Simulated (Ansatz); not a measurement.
# Which is lower?

Two relaxed structures of BH3S2O, singlet (PBE0-D4/def2-TZVP; forces vanish, vibrations not checked).

A:

```
7
angstrom
S -1.4023 1.5152 0.3360
B 0.5271 -1.3661 -0.7641
O -0.6705 -1.4957 -0.7861
S 0.6378 1.4315 0.4135
H -1.5916 0.2523 -0.1146
H 0.7918 0.9921 1.6788
H 1.6985 -1.3784 -0.7981
```

B:

S1  (-1.319, 1.708, 0.764)
B2  (0.007, 0.628, 0.242)
O3  (1.178, -1.484, -0.996)
S4  (-0.321, -0.847, -0.679)
H5  (-2.358, 1.024, 0.250)
H6  (1.122, 0.927, 0.529)
H7  (1.388, -2.099, -0.285)
(Å)

Program: Ansatz 0.2.0. Basis: def2-TZVPP. Cores are frozen in the correlated methods. B3LYP uses VWN-RPA correlation.

Task: Which structure is lower at CCSD(T), and by how much? (Judge from chemistry; the value comes from the calculation.)

Result: Computed: A, by 0.296 eV (electronic energy, against the other). By their contacts, A is a complex of H₂S₂ ([SH][SH]) + BHO ([BH][O]) and B is BH₃S₂O ([OH][S][BH][SH]).

All methods give the same order:

| method | E(B) − E(A) (eV) |
| --- | --- |
| PBE-D4 | 0.160 |
| r2SCAN-D4 | 0.139 |
| PBE0-D4 | 0.091 |
| B3LYP-D4 | 0.342 |
| wB97M-V | 0.272 |
| HF | 0.322 |
| MP2 | 0.360 |
| CCSD | 0.287 |
| CCSD(T) | 0.296 |

No T1 diagnostic of these runs exceeds 0.016.

Labels in which every atom is bracketed show which atoms are joined, not bond orders.

For scale, one of the runs: CCSD(T)/def2-TZVPP, 188 basis functions, launched by `ansatz run in.yaml --threads 2 --pin off --events-out ev --progress --plain --max-ram 4352MiB`. Hardware: 2 CPU threads of an Arm Neoverse V2, shared host. Wall time 50 s; peak host memory 1.9 GiB.
